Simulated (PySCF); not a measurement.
Species: C4H8Cl2O2Si.
Bonds: Cl1–C2, C2–Cl3, C2–Si4, Si4–O5, O5–C6, C6–C7, C7–C8, C8–O9, Si4–O9. Hydrogens: H10 on C2; H11 on Si4; H12, H13 on C6; H14, H15 on C7; H16, H17 on C8.

The same species was optimised twice, with GFN2-xTB and with PBE0-D3(BJ)/def2-SVP (PySCF), and the same property calculations (PySCF, gas phase) were run on both structures.

| coordinate | GFN2-xTB | PBE0-D3(BJ)/def2-SVP | change |
| --- | --- | --- | --- |
| Si4–O9 (Å) | 1.624 | 1.658 | +0.034 |
| Si4–O5 (Å) | 1.624 | 1.658 | +0.034 |
| Cl1–C2 (Å) | 1.768 | 1.782 | +0.014 |
| C2–Cl3 (Å) | 1.768 | 1.782 | +0.014 |
| C2–Si4 (Å) | 1.903 | 1.889 | -0.014 |
| C8–O9 (Å) | 1.408 | 1.413 | +0.005 |
| O5–C6 (Å) | 1.409 | 1.413 | +0.004 |
| C7–C8 (Å) | 1.525 | 1.522 | -0.003 |
| C6–C7 (Å) | 1.525 | 1.522 | -0.003 |
| Si4–O5–C6 (°) | 119.2 | 121.9 | +2.7 |
| Cl1–C2–Cl3 (°) | 109.4 | 112.0 | +2.6 |
| Si4–O9–C8 (°) | 119.2 | 121.7 | +2.5 |
| O5–Si4–O9 (°) | 108.6 | 106.4 | -2.2 |
| C6–C7–C8 (°) | 111.2 | 112.4 | +1.2 |
| C2–Si4–O9 (°) | 108.1 | 108.5 | +0.4 |
| O5–C6–C7 (°) | 111.8 | 112.2 | +0.4 |
| C2–Si4–O5 (°) | 108.0 | 108.4 | +0.4 |
| Cl1–C2–Si4–O5 (°) | 62 | 61 | -1 |

Rotational constants: A = 1810, B = 652.1, C = 505.6 MHz (GFN2-xTB) against A = 1734, B = 650.4, C = 502.2 MHz (PBE0-D3(BJ)/def2-SVP). Point groups within 0.08 Å: Cs and Cs.

On the GFN2-xTB structure: HOMO (eV) -7.94 [PBE0/pcSseg-1]; LUMO (eV) 0.19 [PBE0/pcSseg-1]; dipole (D) 4.31 [PBE0/pcSseg-1]; GIAO shielding of Cl1/Cl3 (mean) (ppm) 770.3 [PBE0/pcSseg-1]; GIAO shielding of C2 (ppm) 119.6 [PBE0/pcSseg-1]; GIAO shielding of Si4 (ppm) 389.9 [PBE0/pcSseg-1]; GIAO shielding of O5/O9 (mean) (ppm) 287.2 [PBE0/pcSseg-1]; GIAO shielding of C6/C8 (mean) (ppm) 119.5 [PBE0/pcSseg-1]; GIAO shielding of C7 (ppm) 151.3 [PBE0/pcSseg-1].

Problem. What do these properties become on the PBE0-D3(BJ)/def2-SVP structure?

Solution. 
| property | level | on GFN2-xTB | on PBE0-D3(BJ)/def2-SVP | change |
| --- | --- | --- | --- | --- |
| HOMO (eV) | PBE0/pcSseg-1 | -7.94 | -7.95 | -0.01 |
| LUMO (eV) | PBE0/pcSseg-1 | 0.19 | -0.09 | -0.28 |
| dipole (D) | PBE0/pcSseg-1 | 4.31 | 4.08 | -0.23 |
| energy, GFN2-xTB geometry as zero (kcal/mol) | PBE0/pcSseg-1 | 0.0 | -1.9 | -1.9 |
| GIAO shielding of Cl1/Cl3 (mean) (ppm) | PBE0/pcSseg-1 | 770.3 | 767.8 | -2.5 |
| GIAO shielding of C2 (ppm) | PBE0/pcSseg-1 | 119.6 | 114.7 | -4.9 |
| GIAO shielding of Si4 (ppm) | PBE0/pcSseg-1 | 389.9 | 390.4 | +0.5 |
| GIAO shielding of O5/O9 (mean) (ppm) | PBE0/pcSseg-1 | 287.2 | 284.7 | -2.5 |
| GIAO shielding of C6/C8 (mean) (ppm) | PBE0/pcSseg-1 | 119.5 | 117.8 | -1.7 |
| GIAO shielding of C7 (ppm) | PBE0/pcSseg-1 | 151.3 | 150.0 | -1.3 |

The heavy atoms differ by 0.059 Å rms after alignment. Among bonds between heavy atoms Si4–O5 and Si4–O9 change most and about equally (+0.034 Å). Changes are differences of the printed values. Neither structure is proved a minimum here.
